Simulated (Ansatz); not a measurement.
The cluster Cu₂F₂⁺. Total charge 1; doublet. Geometry B3LYP-D4/def2-SVP, basis def2-TZVP, Ansatz.

```tsv
atom	x (Å)	y (Å)	z (Å)
Cu1	-0.542	-1.333	0.239
Cu2	0.541	1.333	-0.239
F3	-1.126	0.496	0.215
F4	1.126	-0.496	-0.214
```

```tsv
run	HOMO (eV)	LUMO (eV)
A	-12.39	-10.97
B	-12.48	-11.36
C	-16.73	-6.52
D	-11.99	-11.34
```

B3LYP takes the VWN-RPA correlation. HSE06 is defined as in plane-wave codes, on full-range PBE exchange. Another isomer (doublet) lies 0.42 eV lower at PBE0-D4/def2-TZVP.

HOMO and LUMO are taken over both spins.

Question: The runs used B3LYP, HF, HSE06, PBE0. Estimate which is which.

Answer: A PBE0 (25 % exact exchange); B B3LYP (20 % exact exchange); C HF (100 % exact exchange); D HSE06 (range-separated). Exact exchange lowers occupied and raises empty levels; among semilocal functionals meta-GGAs tend to open the gap a little, and such runs are hard to tell apart. The gap grows from 0.66 eV (HSE06) to 10.22 eV (HF).
